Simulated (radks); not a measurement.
Results of a calculation; reference values are marked as such.
Initial-state core-level shifts of neutral vanadium when its valence configuration changes from [Ar] 3d3 4s2. Level of theory: non-relativistic Kohn-Sham, r2SCAN, spin-unpolarised, spherical densities, point nucleus; meta-GGA in the generalised Kohn-Sham scheme (a radial shooting solver on a logarithmic mesh with Libxc functionals). Shifts are changes of the shell-averaged eigenvalues in eV (positive: less bound); the change of the density at the nucleus, which sets a Mossbauer isomer shift, is in e/bohr^3, on a base of 8181.

| valence | 1s | 2s | 2p | 3s | density at nucleus |
|---|---|---|---|---|---|
| 3d3 4s1 4p1 | -1.445 | -1.368 | -1.373 | -1.425 | -2.9940 |
| 3d3 4s1.5 4p0.5 | -0.740 | -0.701 | -0.703 | -0.731 | -1.4970 |
| 3d3.5 4s1.5 | +2.138 | +2.467 | +2.442 | +2.142 | -2.4338 |
| 3d2.5 4s2 4p0.5 | -3.327 | -3.698 | -3.672 | -3.236 | +1.3602 |
| 3d1 4s1 4p3 | -16.544 | -18.460 | -18.339 | -15.353 | +2.4293 |
| 3d2.5 4s1 4p1.5 | -4.729 | -5.041 | -5.018 | -4.607 | -1.9501 |
| 3d4 4p1 | +2.459 | +3.163 | +3.110 | +2.531 | -6.9321 |
| 3d5 | +5.576 | +6.510 | +6.435 | +5.811 | -7.1726 |
| 3d2 4s2 4p1 | -7.018 | -7.842 | -7.785 | -6.718 | +3.0091 |
